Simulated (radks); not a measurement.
Task: The table gives one normalised radial function P(r) = r R(r) of Sr in [Kr] 5s2 (r in bohr). All-electron calculation, non-relativistic Kohn-Sham, exchange-only PBE, spin-polarised, spherical densities, point nucleus; relativity is left out, which matters for an element this heavy. Program: a radial shooting solver on a logarithmic mesh with Libxc functionals.

r              P
0.00239    0.0011
0.003214   0.0020
0.00432    0.0036
0.005809   0.0063
0.00781    0.0109
0.0105     0.0187
0.01412    0.0315
0.01898    0.0519
0.02552    0.0827
0.03458    0.1275
0.0465     0.1825
0.06251    0.2391
0.08405    0.2744
0.113      0.2510
0.1519     0.1313
0.2043    -0.0868
0.2746    -0.3279
0.3692    -0.4407
0.4964    -0.2879
0.6674     0.1205
0.8973     0.5916
1.206      0.8703
1.622      0.8228
2.181      0.5472
2.932      0.2583
3.942      0.0829
5.3        0.0164
7.125      0.0018
9.579      0.0001
12.88      0.0000

Which n and l does it have? It may be an empty orbital.

Result: n = 4, l = 1: the number of nodes gives n - l - 1 = 2, the rise at small r (about r^(l+1)) gives l, and the extent must fit the shell. The curve is that of 4p. 4p: eigenvalue -21.907 eV, 2 radial nodes at r = 0.184, 0.619 bohr, <r> = 1.58 bohr, 90 % of the charge inside 2.37 bohr.
